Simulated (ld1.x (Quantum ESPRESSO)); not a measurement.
**Before and after: TM potential for indium (In)**

- Element: In (Z = 49)
- Generator: ld1.x (Quantum ESPRESSO) 7.5
- Type: norm-conserving Troullier–Martins (Kleinman–Bylander form)
- Functional: revPBE
- Relativity: fully relativistic
- Frozen core: [Kr] 4d10
- Valence charge: 3
- Reference configuration: 5s2 5p1
- Partial waves: 5p (bound): rc 2.45 bohr; 5s (bound): rc 2.10 bohr
- Local potential: the s channel
- Core correction: Bessel-smoothed model core inside 2.10 bohr

Open shells are filled in proportion to 2j + 1 (rel_dist='average').

All-electron outer shells of the reference configuration (revPBE, scalar-relativistic, ld1.x):

| shell | level (eV) | outermost node (bohr) | outermost maximum (bohr) |
| --- | --- | --- | --- |
| 4p | -78.12 | 0.42 | 0.82 |
| 4d | -18.61 | 0.40 | 0.94 |
| 5s | -8.14 | 1.02 | 2.16 |
| 5p | -2.45 | 1.14 | 2.85 |

Change: wave 5p (bound): rc 2.45 bohr becomes 5p (bound): rc 2.78 bohr.

Cutoffs: the cutoffs (Ry, on a coarse ladder) from which the occupation-weighted sum of valence levels, in a spherical-Bessel basis at the reference potential, stays within 10 and 1 mRy of its value at 400 Ry; they do not see the model core or the augmentation charge, which bear on the density cutoff. Errors are all-electron minus pseudo energies relative to the spin-unpolarised reference configuration.

Task: Predict the effect on cutoff, ghosts and configuration errors.

Result: The potential gets neither clearly harder nor softer (18 Ry and 30 Ry → 18 Ry and 30 Ry); the errors of the 7 common tests hardly move; neither file shows a bound ghost.

```tsv
quantity	base	changed
cutoff, loose	18 Ry	18 Ry
cutoff, tight	30 Ry	30 Ry
bound ghosts	none	none
error for 5s2 5p0, meV [ΔE 5.29 eV]	-15	-15
error for 5s1 5p0, meV [ΔE 24.37 eV]	-216	-218
error for 5s2 5p0.5, meV [ΔE 1.91 eV]	-2.4	-2.4
error for 5s1 5p1, meV [ΔE 11.86 eV]	-62	-61
error for 5s0 5p3, meV [ΔE 11.87 eV]	-93	-86
error for 5s1 5p2, meV [ΔE 5.81 eV]	-23	-22
error for 5s2 5p1.3, meV [ΔE -0.52 eV]	-0.3	-0.3
```
